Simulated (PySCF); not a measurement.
## Two-component Hartree-Fock for Sn (tin, neutral)

Start: [Kr] 4d10 5s2 5p2; 5p1/2 filled at m_j = -1/2, +1/2. Calculated with PySCF 2.14 in x2c-TZVPall-2c (8s9p5d2f, 74 functions): generalised Hartree-Fock with the X2C-1e Hamiltonian and a Gaussian nucleus; one run each with spin-orbit coupling (SO) switched off, then screened by Boettger's factors.

| spinor shell | electrons | ε, spin-free (eV) | ε, screened SO (eV) | weight of nominal j (screened SO) | rms radius, screened SO (bohr) |
| --- | --- | --- | --- | --- | --- |
| 1s1/2 | 2 | -29347.0 | -29344.2 | 1.000 | 0.0333 |
| 2s1/2 | 2 | -4523.3 | -4522.4 | 1.000 | 0.136 |
| 2p1/2 | 2 | -4053.5 | -4213.4 | 1.000 | 0.118 |
| 2p3/2 | 4 | -4053.5 | -3980.4 | 1.000 | 0.123 |
| 3s1/2 | 2 | -912.74 | -912.41 | 1.000 | 0.361 |
| 3p1/2 | 2 | -755.43 | -785.49 | 1.000 | 0.354 |
| 3p3/2 | 4 | -755.43 | -741.47 | 1.000 | 0.366 |
| 3d3/2 | 4 | -513.91 | -519.00 | 1.000 | 0.340 |
| 3d5/2 | 6 | -513.91 | -510.12 | 1.000 | 0.343 |
| 4s1/2 | 2 | -159.96 | -159.79 | 1.000 | 0.874 |
| 4p1/2 | 2 | -110.05 | -115.45 | 1.000 | 0.930 |
| 4p3/2 | 4 | -110.05 | -107.38 | 1.000 | 0.960 |
| 4d3/2 | 4 | -35.516 | -36.095 | 0.994 | 1.18 |
| 4d5/2 | 6 | -35.516 | -34.896 | 0.996 | 1.19 |
| 5s1/2 | 2 | -13.780 | -13.718 | 0.999 | 2.65 |
| 5p1/2 | 2 | -7.171 | -7.230 | 0.630 | 3.41 |

| quantity | spin-free | screened SO |
| --- | --- | --- |
| E (hartree) | -6173.04573 | -6174.51513 |
| M_J | 0 | 0 |
| ⟨J²⟩ | 2.012 | 1.374 |
| ⟨L²⟩ | 2.008 | 2.016 |
| ⟨S²⟩ | 2.004 | 1.960 |

The determinant has a definite M_J but mixes levels of different J.

Each row is a mean over spinors that exchange with the open shell spreads, by up to 3.386 eV (5s1/2).

Rows whose weight is well below 1 are mixtures of j = l ± 1/2: exchange outweighs spin-orbit coupling there, and the label is only the starting occupation.

Breit and QED terms are absent; they matter most for the inner s and p1/2 levels.

Densities and radii are taken from the X2C orbitals without a picture-change correction, which distorts them close to the nucleus.

Without spin-orbit coupling the j labels of p, d and f shells carry no meaning; the spin-free column gives the mean over the occupied spinors of each nl shell.
